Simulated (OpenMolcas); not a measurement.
4f3 along the 57-electron sequence

| Item | Value |
| --- | --- |
| Program | OpenMolcas 26.06 |
| Method | MS-CASPT2, IPEA 0.25 Eh, imaginary shift 0.1 Eh |
| Basis | ANO-RCC-VTZP |
| Scalar Hamiltonian | DKH2, point nucleus |
| Spin-orbit coupling | state interaction with AMFI integrals over the reference wave functions, term energies averaged over their components |

Active space for each ion: 3 electrons in 7 orbitals (4f); closed shells correlated by CASPT2: 5s 5p.

Computed levels in cm-1 above 4I* 9/2:

```
                                Level   Pr2+   Nd3+   Pm4+
                             4I* 11/2   1516   2030   2600
                             4I* 13/2   3140   4200   5360
                             4I* 15/2   4840   6460   8200
                           2H* 9/2(1)  10430  13150  15960
                              4F* 3/2  11320  13110  15330
                              4F* 5/2  12150  14240  16790
                              4F* 7/2  12830  15230  18070
                          2H* 11/2(1)  12840  16490  20320
                              4S* 3/2  13030  15060  18000
weight of 4I* in the lowest level (%)     97     97     96
```

Mixed levels, with the weight of the term that names them: Nd3+ 2H* 9/2(1) (75 %), Pm4+ 2H* 9/2(1) (70 %).

Measured, with the error of the calculation in %. Measured levels: Pr2+ from Martin, Zalubas and Hagan, Atomic Energy Levels: The Rare-Earth Elements, NSRDS-NBS 60 (1978); the list in Maison, Palmeri and Quinet, J. Phys. B 58, 015001 (2025); Nd3+ from the list in Arab et al., J. Quant. Spectrosc. Radiat. Transfer 229, 145 (2019) and Gaigalas et al. (2019), from Wyart et al. (2007).

| Level | Pr2+ | Nd3+ |
| --- | --- | --- |
| 4I* 11/2 | 1398 (+8.4) | 1897 (+7.2) |
| 4I* 13/2 | 2893 (+8.6) | 3907 (+7.6) |
| 4I* 15/2 | 4454 (+8.6) | 5989 (+7.8) |
| 2H* 9/2(1) | 10033 (+4.0) | 12800 (+2.8) |
| 4F* 3/2 | 9371 (+20.8) | 11698 (+12.1) |
| 4F* 5/2 | 10138 (+19.9) | 12748 (+11.7) |
| 4F* 7/2 | 10859 (+18.2) | 13720 (+11.0) |
| 2H* 11/2(1) | 12495 (+2.7) | 16162 (+2.0) |
| 4S* 3/2 | 10950 (+19.0) | 13792 (+9.2) |

The fine-structure level 4I* 15/2 changes by a factor of 1.69 from Pr2+ to Pm4+. Its fourth root runs 8.34, 8.97, 9.52, with steps per unit of Z of 0.62, 0.55; equal steps would mean a (Z - σ)^4 law with constant σ.

2H* 9/2(1) changes by a factor of 1.53 over the same range, with steps per unit of Z of +2720, +2810 cm-1.

Term energies are means over components that CASPT2 splits; among the terms shown or strongly mixed into the levels shown the widest spread is 1200 cm-1 (4f3 4I*, Pr2+). Blocks of more than 70 roots (2S+1 = 2 odd) ran without multistate coupling. High states are left out of the spin-orbit mixing, which shifts the levels that they would mix with. Some terms miss by over 15 % even with CASPT2, which points to a basis or an active space too small for the shells correlated (holds for Pr2+). The CASPT2 spread within a term exceeds the gap to the next term for 4f3 4S* and 4f3 4F*, so the order of their levels is uncertain, and so are names and mixing where such terms share a J (holds for Nd3+). Measured partners are found by configuration, term and J. A level has none where our copy of the source lacks it or the pairing is in doubt (some pairs that miss far off the trend of their configuration count as doubtful), and it then counts in no deviation. Only configurations of the active space appear.

A number in round brackets counts repeated terms of one configuration in the order of the reference energies. * marks odd parity.
